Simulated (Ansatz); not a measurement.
Process, species as SMILES: B=[N] (BH-N) → [N-]=B (an electron is taken up)
B3LYP-D3(BJ)/def2-TZVP geometries, fixed; electronic energies without zero-point terms; positive where energy is released.

Basis-set convergence of the adiabatic electron affinity at wB97M-V with Ansatz (an electronic-structure program). Cartesian d functions, on some or all atoms, in 6-31G*; all else is spherical. The program fits the integrals of some runs and decomposes those of others, by size. Open shells are unrestricted. The functional holds VV10 correlation; no added dispersion term, no relativity. Functions are those of the species that has most. Reference: the value in aug-pcseg-3, 2.837 eV, itself unsure by roughly 0.007 eV (its mean distance from aug-cc-pVQZ, def2-QZVPPD). Deviations are taken from unrounded values.

```
basis            functions  adiabatic electron affinity (eV)  minus reference (eV)
---------------  ---------  --------------------------------  --------------------
6-31G                   20                             2.289                -0.548
6-31G*                  32                             2.105                -0.732
def2-SVP                33                             2.486                -0.351
6-311G**                42                             2.565                -0.272
aug-cc-pVDZ             55                             2.831                -0.006
aug-pcseg-1             55                             2.850                 0.013
def2-TZVPP              76                             2.765                -0.072
def2-TZVPD              83                             2.810                -0.027
jun-cc-pV(T+d)Z         92                             2.833                -0.004
aug-cc-pVTZ            115                             2.832                -0.005
cc-pVQZ                140                             2.773                -0.064
def2-QZVPPD            159                             2.824                -0.013
cc-pV5Z                237                             2.817                -0.020
```

The smallest set listed that lies within 0.05 eV of the reference with all its larger relatives (same family, alike in diffuse functions; a set with none counts only in the reference's own line) is aug-cc-pVDZ (55 functions, -0.006 eV off), level with aug-pcseg-1. Inside, with no larger relative to test it: cc-pV5Z. (Relatives not listed, tested too: def2-TZVPPD -0.028, aug-pcseg-2 0.004, aug-cc-pVQZ -0.002, aug-pcseg-3 0.000 eV.)
